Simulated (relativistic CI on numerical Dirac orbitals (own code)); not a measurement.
## Cu³⁺ in a cubic cluster: 2p photoemission with charge transfer

Computed with a charge-transfer multiplet model of a cubic metal-ligand cluster with up to 2 ligand holes, Slater and spin-orbit integrals from Dirac-Coulomb-Breit ions, Slater integrals scaled by 0.8. The ground state mixes d8 with configurations of k ligand holes L, whose averages lie at kΔ + k(k − 1)U_dd/2; a core hole lowers each added d electron by U_cd. 20 K, Lorentzian 0.6 eV and Gaussian 0.8 eV FWHM.

Atomic integrals in eV (Slater integrals scaled, ζ unscaled), ground: F2dd 11.066, F4dd 6.905, zeta_d 0.110; with the core hole: F2dd 12.413, F4dd 7.786, zeta_d 0.150, zeta_core 13.370, F2cd 7.564, G1cd 5.867, G3cd 3.340.

Cluster parameters (eV): U_dd = 8.3, U_cd = 9.4, 10Dq = 1.75, 10Dq(ligand) = 0.8, V(eg) = 2.95, V(t2g) = -1.52, final-state hopping factor = 1.

| Case | n_d | d8 | d9L | d10L2 | S |
| --- | --- | --- | --- | --- | --- |
| Δ = -4.2 eV | 8.89 | 0.24 | 0.63 | 0.13 | 1.00 |
| Δ = -2.2 eV | 8.70 | 0.37 | 0.56 | 0.07 | 1.00 |
| Δ = -1.2 eV | 8.61 | 0.44 | 0.51 | 0.05 | 1.00 |
| Δ = -0.2 eV | 8.53 | 0.51 | 0.45 | 0.04 | 1.00 |
| Δ = 1.8 eV | 8.37 | 0.64 | 0.34 | 0.02 | 1.00 |

Weights, n_d and S are thermal averages at 20 K. Binding energies count from the first peak over 30 % of the highest in each spectrum, which can be another peak from case to case. The parameters are a model scan and need not match a compound or its usual spin state. Peaks in eV (height, largest 100):
- Δ = -4.2 eV: 0.0 (100), 7.9 (20), 9.8 (23), 20.1 (52), 29.1 (21)
- Δ = -2.2 eV: 0.0 (100), 8.7 (27), 15.9 (6), 17.1 (6), 20.3 (52), 28.3 (22)
- Δ = -1.2 eV: 0.0 (100), 8.1 (30), 14.6 (7), 15.7 (7), 20.3 (51), 28.1 (22), 36.8 (5)
- Δ = -0.2 eV: 0.0 (100), 7.9 (34), 13.6 (8), 14.7 (8), 20.4 (49), 28.1 (23), 35.7 (7)
- Δ = 1.8 eV: 0.0 (100), 8.0 (41), 13.0 (8), 13.8 (8), 20.5 (49), 28.3 (24), 33.9 (8)

Curve for Δ = -0.2 eV (points under 2 left out, the grid thinned):

```csv
E (eV),Intensity
-2.9,2.1
-2.2,3.7
-1.6,7.2
-0.9,26.9
-0.2,92.1
0.5,74.2
1.1,31.8
1.8,9.3
2.5,4.6
3.1,2.8
5.1,2.1
5.8,3.5
6.4,6.5
7.1,17.3
7.8,33.3
8.5,30.0
9.1,19.7
9.8,6.7
10.5,2.5
12.8,3.4
13.5,7.6
14.2,7.3
14.9,7.9
15.5,6.7
16.2,5.9
16.9,4.7
17.5,4.6
18.2,5.2
18.9,7.6
19.5,17.7
20.2,47.2
20.9,35.0
21.6,9.6
22.2,3.9
22.9,2.1
27.0,5.7
27.6,16.2
28.3,21.6
29.0,9.5
29.6,3.4
34.2,3.5
34.9,5.7
35.6,6.5
36.2,5.0
36.9,2.1
```

For the case Δ = -1.2 eV, Δ = -1.2 eV is smaller than U_dd = 8.3 eV, the charge-transfer side of the Zaanen-Sawatzky-Allen scheme (negative Δ: between configuration averages a ligand hole costs less than the nominal valence; multiplet and field energies can change this for the lowest states). With the core hole the configuration with one ligand hole lies at Δ − U_cd = -13.6, -11.6, -10.6, -9.6, -7.6 eV from the one without, in the order of the table; where this is negative the screened configuration lies lower.
